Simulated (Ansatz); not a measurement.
H2BClN, SMILES `N[B-]Cl` (lower singlet) (charge -1, multiplicity 1). This singlet lies 1.72 eV below the relaxed triplet at the level frozen-core CCSD(T)/aug-cc-pVDZ // B3LYP-D3(BJ)/def2-TZVPD (Ansatz, a quantum-chemistry and plane-wave program).

These are PBE/aug-cc-pVTZ // B3LYP-D3(BJ)/def2-TZVPD in Ansatz values and carry that method's errors.

Ansatz 0.2 input:
```yaml
crystal:
  periodic: [false, false, false]
  atoms:
    - { symbol: N, position_ang: [-0.577475, -0.072237, 0.011585] }
    - { symbol: B, position_ang: [0.613421, -0.770927, 0.333362] }
    - { symbol: Cl, position_ang: [2.054347, 0.480529, -0.132582] }
    - { symbol: H, position_ang: [-1.470529, -0.507243, 0.16149] }
    - { symbol: H, position_ang: [-0.619762, 0.869878, -0.373855] }
basis:
  gaussian: { orbitals: aug-cc-pVTZ }
hamiltonian:
  xc: pbe
total_charge: -1
```

Output:

```
Functional definition: PBE
912 factors; their error is unknown
mean field evaluation 1: about -14710.3376 eV, gradient 4.9e1 eV
mean field evaluation 2: about -14665.4550 eV, gradient 1.2e2 eV
mean field evaluation 4: about -14714.4651 eV, gradient 1.9e1 eV
mean field evaluation 8: about -14715.9169 eV, gradient 1.5e-1 eV
mean field evaluation 16: about -14715.8866 eV, gradient 2.5e-4 eV
mean field -14715.88655233 eV, -540.7988560118 hartree, gradient 3.1e-5 eV, S^2 0.000000; 1 other end points of the search recorded, 0 dependent functions left out
reference -14715.88658776 eV, -540.7988573140 hartree; 16, 16 occupied and 172, 172 virtual orbitals, 912 factors
Total energy: -14715.88658776 eV, -540.7988573140 hartree
```
